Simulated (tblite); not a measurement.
Compound: C4H13NSi2 (charge +1 and doublet state).
Structure used (GFN2-xTB), in Å, numbered top down from 1:
```xyz
20
C4H13NSi2 angstrom
C      2.6512   -0.7782   -0.2429
Si     1.4924   -0.3552    1.2023
N     -0.0030    0.2573    0.4054
Si    -0.1580    2.0138    0.0661
C     -0.9765   -0.6513    0.1024
C     -1.7181   -0.6537   -1.2553
C     -2.4532   -0.2574   -0.0488
H      2.8742    0.0986   -0.8456
H      3.5882   -1.1639    0.1474
H      2.2209   -1.5365   -0.8931
H      1.0497   -1.5208    1.9606
H      1.9298    0.7707    2.0152
H      1.2221    2.4484   -0.0879
H     -0.9444    2.1751   -1.1520
H     -0.8326    2.5081    1.2647
H     -0.8005   -1.6413    0.5063
H     -1.8785   -1.6355   -1.6758
H     -1.4214    0.0981   -1.9692
H     -3.1542   -0.9498    0.3943
H     -2.6932    0.7840    0.1027
```

Computed with GFN2-xTB (tblite): harmonic, unscaled wavenumbers at the GFN2-xTB geometry, gas phase. The method is semi-empirical: single wavenumbers can be off by several per cent or more. Modes of hydrogen on silicon can be 10 to 20 % off. One conformer, not necessarily the lowest. Open shells enter through the occupations alone, without spin polarisation, and single modes of such species can be off by tens of per cent.

Harmonic wavenumbers (cm⁻¹): 32.8, 56.8, 113.9, 116.9, 147.0, 211.2, 228.9, 250.3, 358.1, 397.3, 445.6, 496.4, 554.8, 570.8, 598.0, 647.0, 712.8, 715.1, 727.0, 738.9, 754.4, 778.0, 785.8, 807.3, 818.7, 825.5, 876.3, 886.2, 992.0, 1003.1, 1044.8, 1054.6, 1133.4, 1217.8, 1294.5, 1325.0, 1359.1, 1394.8, 1431.4, 1431.9, 1452.9, 2269.8, 2297.9, 2301.6, 2323.3, 2336.8, 3023.8, 3031.2, 3032.1, 3050.0, 3079.1, 3083.8, 3102.0, 3119.2.

A = 2315, B = 1251, C = 995.7 MHz; mass 131.059 u (most abundant isotopes); point group C1, symmetry number 1; spin multiplicity 2.

Problem. What is the zero-point energy?

Solution. ½Σν̃ = 33419 cm⁻¹ = 399.78 kJ/mol.

Problem. Entropy at 400 K, 1 bar (ideal gas, RRHO, classical rotation)?

Solution. Translation 175.77, rotation 125.42, vibration 191.49, spin (R ln 2) 5.76: S = 498.4 J/(mol K).

Problem. And Cp and H(400 K) − H(0)?

Solution. Cp = 229.28 J/(mol K), of which vibrations give 196.02 (their classical limit is 54 R = 449.0); H(400 K) − H(0) = 52.95 kJ/mol without the zero-point energy, 39.64 from vibrations.

Problem. How do the functions run with temperature in this model?

Solution. 
| T (K) | S (J/(mol K)) | Cp (J/(mol K)) | H − H(0) (kJ/mol) | G − H(0) (kJ/mol) | ln q(vib) |
| --- | --- | --- | --- | --- | --- |
| 150 | 341.9 | 105.8 | 10.49 | -40.79 | 3.71 |
| 250 | 408.0 | 158.1 | 23.64 | -78.34 | 6.65 |
| 298.15 | 438.0 | 183.0 | 31.86 | -98.71 | 8.08 |
| 600 | 604.7 | 294.4 | 105.78 | -257.02 | 16.98 |
| 900 | 736.6 | 355.4 | 204.00 | -458.93 | 25.17 |

q(vib) and H(0) count from the zero-point level.

Problem. Which modes carry the vibrational entropy at 400 K?

Solution. 32.8 cm⁻¹: 26.09; 56.8 cm⁻¹: 21.53; 113.9 cm⁻¹: 15.79; 116.9 cm⁻¹: 15.58; 147.0 cm⁻¹: 13.71; 211.2 cm⁻¹: 10.80 J/(mol K); the other 48 give 87.99 together.

Problem. Blend soft modes into free rotors: weight 1/[1 + (100 cm⁻¹/ν̃)⁴] for the oscillator and the rest for a rotor with moment μB/(μ + B), μ = h/(8π²ν), B = 10⁻⁴⁴ kg m². What vibrational entropy results?

Solution. 175.20 J/(mol K) in place of 191.49, which changes −T·S at 400 K by +6.52 kJ/mol.

Hindered rotation and anharmonicity are outside this model. Other conformers, if any are populated, would add a mixing term that is left out. The structure is chiral; the term R ln 2 for an equal mix with its mirror image is left out.

The run took 1.3 s wall on one thread, Arm Neoverse N1 (aarch64), no GPU, shared host with 32 logical CPUs at a one-minute load of 17. The figure is for the frequency step alone.
